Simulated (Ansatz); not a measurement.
Start from `[Cl][SnH2][GeH3]` and change one atom or group to get `[Cl][SnH2][Cl]`.

Ansatz, PBE0-D4/def2-TZVP geometries, multiplicity 1. 

Elements past krypton have def2 core potentials. Scalar relativity is left out up to krypton.

```csv
property,`[Cl][SnH2][GeH3]`
zero-point energy (PBE0-D4/def2-TZVP) / kJ/mol,99.9
HOMO energy (ωB97M-V/def2-TZVPP) / eV,-10.00
HOMO–LUMO gap (B3LYP/def2-TZVPP) / eV,6.54
HOMO–LUMO gap (PBE0/def2-TZVPP) / eV,6.99
HOMO–LUMO gap (ωB97M-V/def2-TZVPP) / eV,10.71
size of the dipole moment (PBE/def2-TZVPP) / D,2.56
```

(1) What does the change do to each property? (Estimate.)

Results:

(1) Computed: 
```
                                      property  `[Cl][SnH2][Cl]`  shift
zero-point energy (PBE0-D4/def2-TZVP) / kJ/mol              42.5  -57.4
         HOMO energy (ωB97M-V/def2-TZVPP) / eV            -11.15  -1.15
         HOMO–LUMO gap (B3LYP/def2-TZVPP) / eV              7.00   0.46
          HOMO–LUMO gap (PBE0/def2-TZVPP) / eV              7.57   0.58
       HOMO–LUMO gap (ωB97M-V/def2-TZVPP) / eV             11.72   1.01
size of the dipole moment (PBE/def2-TZVPP) / D              2.46  -0.10
```

With PBE0 the HOMO falls by 0.96 eV and the LUMO falls by 0.38 eV, so the gap widens by about 0.58 eV. PBE moves the HOMO by -0.75 eV and ωB97M-V by -1.15 eV. The zero-point energy changes by -57.4 kJ/mol with -9 modes. Dipoles are sizes alone; their direction can turn.

B3LYP here is the variant with VWN-RPA as its local correlation; programs differ in this.
